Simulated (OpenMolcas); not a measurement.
## Cu5+, Ag5+, Au5+: d6 down the group

```json
{
  "Program": "OpenMolcas",
  "Method": "CASSCF",
  "Basis": "ANO-RCC-VTZP",
  "Scalar Hamiltonian": "DKH2, point nucleus",
  "Spin-orbit coupling": "state interaction with AMFI integrals over the reference wave functions, term energies averaged over their components"
}
```

Active space for each ion: 6 electrons in 5 orbitals (d).

Computed levels in cm-1 above 5D4:

| Level | Cu5+ | Ag5+ | Au5+ |
| --- | --- | --- | --- |
| 5D3 | 1141 | 2533 | 9691 |
| 5D1 | 2415 | 4830 | 13917 |
| 5D0 | 2657 | 5268 | 14008 |
| 3H6 | 32707 | 24366 | 26528 |
| 3H5 | 33250 | 24948 | 26510 |
| 3F2(1) | 38496 | 29610 | 33109 |
| 3P1(1) | 38828 | 32540 | 52911 |
| 3G5 | 41349 | 31696 | 42492 |
| 3G4 | 42486 | 33732 | 41958 |
| weight of 5D in the lowest level (%) | 100 | 98 | 79 |

Mixed levels, with the weight of the term that names them: Au5+ 5D0 (73 %), Au5+ 3H5 (51 %), Au5+ 3F2(1) (66 %), Au5+ 3P1(1) (70 %), Au5+ 3G5 (51 %), Au5+ 3G4 (58 %).

Measured, with the error of the calculation in %. Measured levels: Cu5+ from Sugar and Musgrove, J. Phys. Chem. Ref. Data 19, 527 (1990); Ag5+ from the list in Gamrath, thesis, University of Mons (2023).

```tsv
Level	Cu5+	Ag5+
5D3	1196 (-4.6)	2692 (-5.9)
5D1	2490 (-3.0)	4941 (-2.2)
5D0	2733 (-2.8)	5380 (-2.1)
3H6	30418 (+7.5)	21512 (+13.3)
3H5	31009 (+7.2)	21812 (+14.4)
3F2(1)	33740 (+14.1)	25306 (+17.0)
3P1(1)	32685 (+18.8)	28232 (+15.3)
3G5	37378 (+10.6)	27958 (+13.4)
3G4	38469 (+10.4)	29660 (+13.7)
```

The fine-structure level 5D0 changes by a factor of 5.27 from Cu5+ to Au5+.

Without spin-orbit coupling 3H lies 32150, 23137, 20728 cm-1 above 5D in that order; the difference to the level 3H6, of either sign, comes from spin-orbit coupling, which also lowers the zero.

Without dynamic correlation excited terms often stand tens of per cent too high (terms of higher spin than the ground term too low), and those without a measured partner can miss by more than the paired ones. Terms from blocks run as CI alone lack orbitals of their own. Measured partners are found by configuration, term and J. A level has none where our copy of the source lacks it or the pairing is in doubt (some pairs that miss far off the trend of their configuration count as doubtful), and it then counts in no deviation. Only configurations of the active space appear.

A number in round brackets counts repeated terms of one configuration in the order of the reference energies.
